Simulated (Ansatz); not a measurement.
A CCSD(T) single point on CH8GeO2Si (`C[SiH](O)[GeH2][OH]`).

```yaml
crystal:
  periodic: [false, false, false]
  atoms:
    - {symbol: C, position_ang: [-0.071612, 1.828567, 0.260484]}
    - {symbol: Si, position_ang: [0.622273, 0.262369, -0.477547]}
    - {symbol: O, position_ang: [2.242808, 0.079130, -0.194079]}
    - {symbol: Ge, position_ang: [-0.434924, -1.657900, 0.472308]}
    - {symbol: O, position_ang: [-2.196703, -1.531827, 0.130360]}
    - {symbol: H, position_ang: [-1.154761, 1.857773, 0.111566]}
    - {symbol: H, position_ang: [0.357630, 2.717676, -0.209641]}
    - {symbol: H, position_ang: [0.124647, 1.877152, 1.333993]}
    - {symbol: H, position_ang: [0.351069, 0.278291, -1.948881]}
    - {symbol: H, position_ang: [2.844375, 0.704833, -0.600415]}
    - {symbol: H, position_ang: [0.088137, -2.996633, -0.097648]}
    - {symbol: H, position_ang: [-0.375245, -1.701980, 2.008660]}
    - {symbol: H, position_ang: [-2.397704, -1.717452, -0.789171]}
basis:
  gaussian: {orbitals: def2-TZVPP}
correlation: {method: ccsd_t}
```

```sh
$ ansatz run in.yaml --threads 2 --pin off --events-out ev --progress --plain --max-ram 32768MiB --backend cuda --devices 0, --max-vram 18GiB
```

Output of Ansatz, abridged:

```
Functional definition: HF
1762 factors; integrals over basis functions are off by at most 1.1e-3 eV
mean field evaluation 1: about -69566.0350 eV, gradient 5.4e1 eV
mean field evaluation 2: about -69566.2724 eV, gradient 5.5e1 eV
mean field evaluation 4: about -69572.1047 eV, gradient 4.5e0 eV
mean field evaluation 8: about -69572.1885 eV, gradient 3.3e-1 eV
mean field -69572.18915077 eV, -2556.7307935672 hartree, gradient 4.7e-6 eV, S^2 0.000000; 0 other end points of the search recorded, 0 dependent functions left out
17 core orbitals not correlated: weight in the atoms' cores, before any rotation towards them, 1.000 or more for the frozen orbitals, at most 0.000 for the correlated occupied ones
reference -69572.18915077 eV, -2556.7307935672 hartree; 21, 21 occupied and 257, 257 virtual orbitals, 1762 factors
second order -28.42683127 eV of doubles, -0.00000000 eV of singles
cycle   1  -28.59355163 eV  change   -1.7e-1 eV  update   1.2e-1
cycle   2  -29.34277782 eV  change   -7.5e-1 eV  update   3.4e-2
cycle   3  -29.48812806 eV  change   -1.5e-1 eV  update   1.7e-2
cycle   4  -29.47246024 eV  change    1.6e-2 eV  update   3.9e-3
cycle   5  -29.47106872 eV  change    1.4e-3 eV  update   1.9e-3
cycle   6  -29.47187350 eV  change   -8.0e-4 eV  update   5.5e-4
cycle   7  -29.47158160 eV  change    2.9e-4 eV  update   2.5e-4
cycle   8  -29.47151905 eV  change    6.3e-5 eV  update   8.8e-5
cycle   9  -29.47155239 eV  change   -3.3e-5 eV  update   3.9e-5
perturbative correction -1.06007610 eV, -0.0389570781 hartree
Total energy: -69602.72077926 eV, -2557.8528102191 hartree
```

Run time 8.5 s (2 threads of an AMD EPYC 7R13 on a shared host and a share of an NVIDIA H100 80 GB); peak host memory 0.85 GiB.

Correlation energy per correlated electron: -0.727 eV. T1 diagnostic: 0.0117.
